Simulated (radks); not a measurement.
Results of a calculation; reference values are marked as such.
Problem. The caesium ion Cs8+ is in [Kr] 4d10 5s1. Code: a radial shooting solver on a logarithmic mesh with Libxc functionals. Model: Dirac Kohn-Sham, BLYP, spin-unpolarised, spherical densities, finite nucleus; Fermi nuclear charge, rms radius of each element as measured or else 0.836 A^(1/3) + 0.57 fm. Sub-shells are occupied by j as written (lower j first in brackets). One electron is removed from 4d3/2, 4p3/2, 4d5/2, 5s1/2 in turn, with full relaxation. Which removal costs least, and what does each cost?

Solution. 5s1/2 126.77 eV; 4d5/2 191.16 eV; 4d3/2 193.64 eV; 4p3/2 276.14 eV. The 5s1/2 electron leaves first.
